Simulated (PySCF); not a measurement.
Peak assignment

Cartesian coordinates in Å; atom numbers follow the order of the lines, from 1:
```xyz
16

N     1.499   -0.867    3.234
C     1.184   -0.563    2.173
Si    0.572   -0.099    0.471
C     2.181    0.307   -0.474
O     2.193    0.664   -1.628
O     3.291    0.172    0.254
Si   -1.184    1.455    0.212
C    -2.165    0.030   -0.651
Si   -0.995   -1.508   -0.586
H     4.085    0.396   -0.261
H    -1.859    1.927    1.425
H    -0.991    2.618   -0.659
H    -2.420    0.290   -1.678
H    -3.121   -0.161   -0.165
H    -0.714   -2.067   -1.910
H    -1.564   -2.584    0.231
```

[PySCF 2.14: NMR shieldings at PBE0/pcSseg-1/GIAO; geometry from GFN2-xTB; averaged over atoms made equivalent by symmetry, fast rotation or ring inversion; single conformer; gas phase; no relativistic terms]

δ = σ(ref) − σ, references computed at the same level: 13C, 1H against TMS.

Question: Assign these signals to the numbered atoms. 13C{1H} NMR (computed): δ 185.3 (C), 122.1 (C), -7.3 (CH2).

Answer: 
185.3 → C4, carbonyl carbon
122.1 → C2, nitrile carbon: C≡N carbons fall here, among the sp2 signals but without a proton
-7.3 → C8, sp3 CH2 bonded to 2 Si: an electropositive neighbour leaves it electron-rich and shielded

Question: Assign these signals to the numbered atoms. 1H NMR (500 MHz, computed): δ 6.93 (br s, 1H), 4.94 (m, 2H), 4.93 (m, 2H), 0.97 (m, 1H), 0.94 (m, 1H).

Answer: 
```tsv
δ (ppm)	atoms	environment	reason
6.93	H10	hydrogen on an acid hydroxyl oxygen	exchangeable; this is the value without hydrogen bonding to other molecules
4.94	H12/H15	hydrogen on a silicon bonded to C, Si, in a 4-membered ring	–
4.93	H11/H16	hydrogen on a silicon bonded to C, Si, in a 4-membered ring	–
0.97	H13	hydrogen on an sp3 CH2 bonded to 2 Si	–
0.94	H14	hydrogen on an sp3 CH2 bonded to 2 Si	–
```

H12/H15 and H11/H16; H13 and H14 lie closer than the usual error of such a calculation, so a measured spectrum could show them in the other order.

Exchangeable OH/NH protons stand at their gas-phase positions; hydrogen bonding in a real sample shifts them, mostly to higher δ. Shifts are as computed. Against solution values, carbons near 30 ppm lie about +3 ppm off and those near 130 ppm about +5 ppm. Of 1211 compounds with measured shifts, 218 miss one by over three times the rms of a fit or turn the order of signals round; such compounds aren't used in these exercises. The C=O carbon of an acid or of an amide with N–H lies up to 10 ppm further downfield in solution, through hydrogen bonding that the calculation lacks. Multiplicities follow the n + 1 count of equivalent neighbours, as no J values were calculated; m marks all less simple cases, F and P coupling included.
